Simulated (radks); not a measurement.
Ionisation ladder of cadmium, from Cd to Cd21+. Each ion is in the ground configuration listed by NIST, and IE = E(next ion) - E(this ion). All-electron calculation, Dirac Kohn-Sham, relativistic LDA (MacDonald-Vosko exchange, VWN5 correlation), spin-unpolarised, spherical densities, finite nucleus; open shells fill j = l - 1/2 first; Fermi nuclear charge, rms radius 4.6087 fm. Program: a radial shooting solver on a logarithmic mesh with Libxc functionals.

species      configuration  IE, Delta-SCF (eV)  -e(HOMO) (eV)   HOMO
Cd           [Kr] 4d10 5s2               9.599          5.938  5s1/2
Cd+          [Kr] 4d10 5s1              17.478         13.420  5s1/2
Cd2+             [Kr] 4d10              37.967         30.435  4d5/2
Cd3+              [Kr] 4d9              53.944         45.737  4d5/2
Cd4+              [Kr] 4d8              71.147         62.355  4d5/2
Cd5+              [Kr] 4d7              89.433         80.119  4d5/2
Cd6+              [Kr] 4d6              108.70         98.910  4d5/2
Cd7+              [Kr] 4d5              128.87         118.64  4d5/2
Cd8+              [Kr] 4d4              151.04         140.33  4d3/2
Cd9+              [Kr] 4d3              173.00         161.89  4d3/2
Cd10+             [Kr] 4d2              195.72         184.24  4d3/2
Cd11+             [Kr] 4d1                   ?         207.33  4d3/2
Cd12+                 [Kr]              306.10         293.14  4p3/2
Cd13+    [Ar] 3d10 4s2 4p5              332.36         319.15  4p3/2
Cd14+    [Ar] 3d10 4s2 4p4              359.06         345.64  4p3/2
Cd15+    [Ar] 3d10 4s2 4p3              386.19         372.56  4p3/2
Cd16+    [Ar] 3d10 4s2 4p2              422.66         408.57  4p1/2
Cd17+    [Ar] 3d10 4s2 4p1                   ?         436.81  4p1/2
Cd18+        [Ar] 3d10 4s2              519.18         504.67  4s1/2
Cd19+        [Ar] 3d10 4s1                   ?         533.65  4s1/2
Cd20+            [Ar] 3d10                   ?         929.86  3d5/2
Cd21+             [Ar] 3d9              1030.3         996.39  3d5/2

Estimate the withheld Delta-SCF values.

Answer. Cd11+: 219.18 eV (NIST 218); Cd17+: 451.03 eV (NIST 452.6); Cd19+: 547.76 eV (NIST 546.2); Cd20+: 962.99 eV (NIST 963).

Beside tabulated values, note that spin-unpolarised runs miss the spin-polarisation part of the exchange energy of open shells.
